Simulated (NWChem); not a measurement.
All runs are NWChem calculations. System: OZn, charge 0, spin multiplicity 1, at a geometry optimised with PBE/def2-SVP. The structure started from a generated list of species. Level: CIS/def2-SVPD.

Output (cleaned and shortened):

```
             Northwest Computational Chemistry Package (NWChem) 7.3.0
             --------------------------------------------------------

                                NWChem Input Module
                                -------------------

 Scaling coordinates for geometry "geometry" by  1.889725989
 (inverse scale =  0.529177249)

 Turning off AUTOSYM since
 SYMMETRY directive was detected!

                             Geometry "geometry" -> ""
                             -------------------------

 Output coordinates in angstroms (scale by  1.889725989 to convert to a.u.)

  No.       Tag          Charge          X              Y              Z
 ---- ---------------- ---------- -------------- -------------- --------------
    1 Zn                  30.0000     0.00000000     0.00000000     0.35669200
    2 O                    8.0000     0.00000000     0.00000000    -1.33759600

 Effective nuclear repulsion energy (a.u.)      74.9592393737

            Nuclear Dipole moment (a.u.)
            ----------------------------
        X                 Y               Z
 ---------------- ---------------- ----------------
     0.0000000000     0.0000000000    -0.0000151178

      Symmetry information
      --------------------

 Group name             C2v
 Group number             16
 Group order               4
 No. of unique centers     2

      Symmetry unique atoms

     1    2


 Summary of "ao basis" -> "" (spherical)
 ------------------------------------------------------------------------------
       Tag                 Description            Shells   Functions and Types
 ---------------- ------------------------------  ------  ---------------------
 *                         def2-svpd                  on all atoms

  xc_inp: hfexch multiplicative factor not found.

                                 NWChem DFT Module
                                 -----------------

 Summary of "ao basis" -> "ao basis" (spherical)
 ------------------------------------------------------------------------------
       Tag                 Description            Shells   Functions and Types
 ---------------- ------------------------------  ------  ---------------------
 Zn                        def2-svpd                12       34   5s4p2d1f
 O                         def2-svpd                 9       23   4s3p2d

 Summary of "ao basis" -> "ao basis" (spherical)
 ------------------------------------------------------------------------------
       Tag                 Description            Shells   Functions and Types
 ---------------- ------------------------------  ------  ---------------------
 Zn                        def2-svpd                12       34   5s4p2d1f
 O                         def2-svpd                 9       23   4s3p2d

      Symmetry analysis of basis
      --------------------------

        a1         26
        a2          5
        b1         13
        b2         13

            General Information
            -------------------
          SCF calculation type: DFT
          Wavefunction type:  closed shell.
          No. of atoms     :     2
          No. of electrons :    38
           Alpha electrons :    19
            Beta electrons :    19
          Charge           :     0
          Spin multiplicity:     1
          Use of symmetry is: off; symmetry adaption is: on
          Maximum number of iterations: 100
          AO basis - number of functions:    57
                     number of shells:    21
          Convergence on energy requested:  1.00D-06
          Convergence on density requested:  1.00D-05
          Convergence on gradient requested:  5.00D-04

              XC Information
              --------------
                     Hartree-Fock (Exact) Exchange  1.000

          Convergence Information
          -----------------------
          Convergence aids based upon iterative change in
          total energy or number of iterations.
          Levelshifting, if invoked, occurs when the
          HOMO/LUMO gap drops below (HL_TOL):  1.00D-02
          DIIS, if invoked, will attempt to extrapolate
          using up to (NFOCK): 10 stored Fock matrices.

                    Damping( 0%)  Levelshifting(0.5)       DIIS
[...]
     Magnetic Dipole                               0.0000000445
     Total Oscillator Strength                     0.0036541690

          sigma_e =   1.7787 Angstrom
          sigma_h =   0.9578 Angstrom
         |d_h->e| =   1.4676 Angstrom
            d_exc =   2.4949 Angstrom
            d_CD1 =   2.2885 Angstrom
            d_CD2 =   0.0994 Angstrom
            d_CD3 =   3.9625 Angstrom
     Pearson C.C. =   0.0031

     Occ.   17  b2  ---  Virt.   20  a1      -0.92219
     Occ.   17  b2  ---  Virt.   23  a1       0.19878
     Occ.   17  b2  ---  Virt.   24  a1       0.23834
     Occ.   17  b2  ---  Virt.   25  a1       0.11177
     Occ.   17  b2  ---  Virt.   30  a1      -0.08430
     Occ.   17  b2  ---  Virt.   31  a1       0.14008
     Occ.   17  b2  ---  Virt.   42  a1       0.05102
     Occ.   18  b1  ---  Virt.   20  a1      -0.08782
  ----------------------------------------------------------------------------
  Root   2 singlet b1             0.041124110 a.u.                1.1190 eV
  ----------------------------------------------------------------------------
     Transition Moments    X -0.36344   Y  0.03461   Z  0.00000
     Transition Moments   XX  0.00000  XY -0.00000  XZ  0.15103
     Transition Moments   YY  0.00000  YZ -0.01438  ZZ -0.00000
     Dipole Oscillator Strength                    0.0036541244
     Electric Quadrupole                           0.0000000000
     Magnetic Dipole                               0.0000000445
     Total Oscillator Strength                     0.0036541690

          sigma_e =   1.7787 Angstrom
          sigma_h =   0.9578 Angstrom
         |d_h->e| =   1.4676 Angstrom
            d_exc =   2.4949 Angstrom
            d_CD1 =   2.2885 Angstrom
            d_CD2 =   0.0994 Angstrom
            d_CD3 =   3.9625 Angstrom
     Pearson C.C. =   0.0031

     Occ.   17  b2  ---  Virt.   20  a1      -0.08782
     Occ.   18  b1  ---  Virt.   20  a1       0.92219
     Occ.   18  b1  ---  Virt.   23  a1      -0.19878
     Occ.   18  b1  ---  Virt.   24  a1      -0.23834
     Occ.   18  b1  ---  Virt.   25  a1      -0.11177
     Occ.   18  b1  ---  Virt.   30  a1       0.08430
     Occ.   18  b1  ---  Virt.   31  a1      -0.14008
     Occ.   18  b1  ---  Virt.   42  a1      -0.05102
  ----------------------------------------------------------------------------
  Root   3 singlet a1             0.129163957 a.u.                3.5147 eV
  ----------------------------------------------------------------------------
     Transition Moments    X  0.00000   Y  0.00000   Z  1.77332
     Transition Moments   XX  0.45018  XY  0.00000  XZ  0.00000
     Transition Moments   YY  0.45017  YZ  0.00000  ZZ -0.80718
     Dipole Oscillator Strength                    0.2707838090
     Electric Quadrupole                           0.0000000060
     Magnetic Dipole                               0.0000000000
     Total Oscillator Strength                     0.2707838151

          sigma_e =   1.9797 Angstrom
          sigma_h =   1.3815 Angstrom
         |d_h->e| =   1.1595 Angstrom
            d_exc =   2.6691 Angstrom
            d_CD1 =   1.7577 Angstrom
            d_CD2 =  -0.5212 Angstrom
            d_CD3 =   3.8285 Angstrom
     Pearson C.C. =   0.0088

     Occ.   16  a1  ---  Virt.   20  a1       0.06894
     Occ.   17  b2  ---  Virt.   22  b2       0.23919
     Occ.   17  b2  ---  Virt.   26  b2       0.12853
     Occ.   17  b2  ---  Virt.   28  b2       0.11050
     Occ.   18  b1  ---  Virt.   21  b1       0.23919
     Occ.   18  b1  ---  Virt.   27  b1       0.12853
     Occ.   18  b1  ---  Virt.   29  b1       0.11051
     Occ.   19  a1  ---  Virt.   20  a1      -0.88266
     Occ.   19  a1  ---  Virt.   23  a1       0.12926
     Occ.   19  a1  ---  Virt.   24  a1       0.12231
  ----------------------------------------------------------------------------
  Root   4 singlet b1             0.235319495 a.u.                6.4034 eV
  ----------------------------------------------------------------------------
     Transition Moments    X  1.21179   Y  0.23899   Z -0.00000
     Transition Moments   XX -0.00000  XY -0.00000  XZ  1.52367
     Transition Moments   YY  0.00000  YZ  0.30050  ZZ  0.00000
     Dipole Oscillator Strength                    0.2393267971
     Electric Quadrupole                           0.0000001674
     Magnetic Dipole                               0.0000000001
     Total Oscillator Strength                     0.2393269646

          sigma_e =   2.5506 Angstrom
          sigma_h =   1.4283 Angstrom
         |d_h->e| =   1.2538 Angstrom
            d_exc =   3.1777 Angstrom
            d_CD1 =   2.3761 Angstrom
            d_CD2 =  -0.7357 Angstrom
            d_CD3 =   4.4315 Angstrom
     Pearson C.C. =   0.0027

     Occ.   19  a1  ---  Virt.   21  b1      -0.95487
     Occ.   19  a1  ---  Virt.   22  b2      -0.18832
     Occ.   19  a1  ---  Virt.   27  b1      -0.13461
     Occ.   19  a1  ---  Virt.   29  b1      -0.15095
  ----------------------------------------------------------------------------
  Root   5 singlet b2             0.235319495 a.u.                6.4034 eV
  ----------------------------------------------------------------------------
     Transition Moments    X  0.23899   Y -1.21179   Z  0.00000
     Transition Moments   XX -0.00000  XY  0.00000  XZ  0.30050
     Transition Moments   YY -0.00000  YZ -1.52367  ZZ -0.00000
     Dipole Oscillator Strength                    0.2393267971
     Electric Quadrupole                           0.0000001674
     Magnetic Dipole                               0.0000000001
     Total Oscillator Strength                     0.2393269646

          sigma_e =   2.5506 Angstrom
          sigma_h =   1.4283 Angstrom
         |d_h->e| =   1.2538 Angstrom
            d_exc =   3.1777 Angstrom
            d_CD1 =   2.3761 Angstrom
            d_CD2 =  -0.7357 Angstrom
            d_CD3 =   4.4315 Angstrom
     Pearson C.C. =   0.0027

     Occ.   19  a1  ---  Virt.   21  b1      -0.18832
     Occ.   19  a1  ---  Virt.   22  b2       0.95487
     Occ.   19  a1  ---  Virt.   26  b2       0.13461
     Occ.   19  a1  ---  Virt.   28  b2       0.15095
  ----------------------------------------------------------------------------
  Root   6 singlet a1             0.244283568 a.u.                6.6473 eV
  ----------------------------------------------------------------------------
     Transition Moments    X -0.00000   Y -0.00000   Z  0.00000
     Transition Moments   XX -1.12268  XY  0.00000  XZ -0.00000
     Transition Moments   YY  1.12267  YZ -0.00000  ZZ -0.00001
     Dipole Oscillator Strength                    0.0000000000
     Electric Quadrupole                           0.0000000978
     Magnetic Dipole                               0.0000000000
     Total Oscillator Strength                     0.0000000978

          sigma_e =   2.3960 Angstrom
          sigma_h =   0.9603 Angstrom
         |d_h->e| =   1.6359 Angstrom
            d_exc =   3.0536 Angstrom
            d_CD1 =   3.0716 Angstrom
            d_CD2 =  -0.0422 Angstrom
            d_CD3 =   4.6895 Angstrom
     Pearson C.C. =   0.0032

     Occ.   17  b2  ---  Virt.   22  b2      -0.66682
     Occ.   17  b2  ---  Virt.   26  b2      -0.15512
     Occ.   17  b2  ---  Virt.   28  b2      -0.17074
     Occ.   18  b1  ---  Virt.   21  b1       0.66682
     Occ.   18  b1  ---  Virt.   27  b1       0.15513
     Occ.   18  b1  ---  Virt.   29  b1       0.17074

              Target root =      1
          Target symmetry = none
      Ground state energy =  -1852.221462041910
        Excitation energy =      0.041124109732
     Excited state energy =  -1852.180337932178

  stored tddft:energy   -1852.1803379321777

 Task  times  cpu:       17.0s     wall:       17.0s

 Total times  cpu:       17.0s     wall:       17.0s
```

### Question
Write an NWChem input that would produce this output.

### Answer
This is not unique; one that fits is 
```
start mol
memory heap 200 mb stack 900 mb global 1100 mb
geometry units angstroms nocenter noautoz
  Zn     0.000000     0.000000     0.356692
  O      0.000000     0.000000    -1.337596
  symmetry group C2v
end
basis spherical
  * library def2-svpd
end
dft
  xc hfexch
  semidirect memsize 60000000 filesize 0
  iterations 100
end
tddft
  cis
  nroots 6
  notriplet
  thresh 1e-4
end
task tddft energy
```
